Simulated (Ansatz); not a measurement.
Job for Ansatz (a quantum-chemistry and plane-wave program): R-PBE0/def2-TZVPPD on C3H7FO (a complex), monomers drawn apart or pushed together. Files ending in .json are basis or fitting sets from the Basis Set Exchange.

Ansatz 0.2 input:
```yaml
crystal:
  periodic: [false, false, false]
  atoms:
    - {symbol: F, position_ang: [0.54772149, -0.26638405, 0.36994511]}
    - {symbol: H, position_ang: [-0.02770234, -0.29930729, 1.12956725]}
    - {symbol: C, position_ang: [1.27487595, 0.04047545, 3.79490533]}
    - {symbol: C, position_ang: [-0.20941086, -0.20240304, 3.82215867]}
    - {symbol: C, position_ang: [-0.87353598, -0.27364843, 5.16946579]}
    - {symbol: O, position_ang: [-0.86361556, -0.33520026, 2.80227960]}
    - {symbol: H, position_ang: [1.46610613, 1.07015154, 4.11116932]}
    - {symbol: H, position_ang: [1.78135337, -0.60903081, 4.51149158]}
    - {symbol: H, position_ang: [1.67681820, -0.10601197, 2.79549598]}
    - {symbol: H, position_ang: [-1.95489311, -0.29089728, 5.05974501]}
    - {symbol: H, position_ang: [-0.54600100, -1.18342184, 5.68047193]}
    - {symbol: H, position_ang: [-0.56725976, 0.56762590, 5.79455359]}
basis:
  gaussian:
    orbitals: def2-TZVPPD.json
hamiltonian:
  xc: {name: PBE0}
scf: {lower_state_search: off}
```

Question: Predict the final total energy.

Answer: -293.4176 hartree.

Question: How many basis functions does it have, and what does it roughly cost on one machine?

Answer: 310 functions; roughly 8 core-seconds.
